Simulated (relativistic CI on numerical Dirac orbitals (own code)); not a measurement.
## Er2+: 3d photoemission

Computed with this model: Dirac-Coulomb-Breit CI, separate exchange-only KLI orbitals for each configuration, QED by a radiative potential, valence Slater integrals scaled by 0.9, multiplet model of photoemission in the sudden approximation; configurations [Xe] 4f12 → [Ar] 3d9 4s2 4p6 4d10 4f12 5s2 5p6; 300 K; Lorentzian 1.26 eV and Gaussian 0.7 eV FWHM. Energies are those of the free ion, without screening or charge transfer. The energies are binding energies and can lie tens of eV above those of solids. S is read from ⟨S²⟩ = S(S + 1).

Computed curve for free ion, scaled to 100 at the maximum (points under 2 are left out and the grid is thinned):

(Energy (eV), Intensity): (1417.0, 2.1), (1417.8, 2.7), (1418.6, 3.6), (1419.4, 5.1), (1420.0, 7.1), (1420.8, 12.6), (1421.6, 28.5), (1422.4, 76.0), (1423.2, 98.1), (1424.0, 71.2), (1424.8, 54.1), (1425.6, 54.2), (1426.2, 50.0), (1427.0, 44.7), (1427.8, 34.8), (1428.6, 34.9), (1429.4, 25.9), (1430.2, 21.1), (1431.0, 16.6), (1431.8, 7.9), (1432.4, 5.0), (1433.2, 3.2), (1434.0, 2.2), (1461.6, 2.4), (1462.4, 3.2), (1463.2, 4.7), (1464.0, 7.8), (1464.8, 15.5), (1465.4, 30.2), (1466.2, 69.1), (1467.0, 81.5), (1467.8, 78.8), (1468.6, 59.7), (1469.4, 32.3), (1470.2, 16.1), (1471.0, 11.2), (1471.6, 8.0), (1472.4, 4.3), (1473.2, 2.8), (1474.0, 2.0)

The ground state has S = 1.00, and the centroid lies at 1442.04 eV.
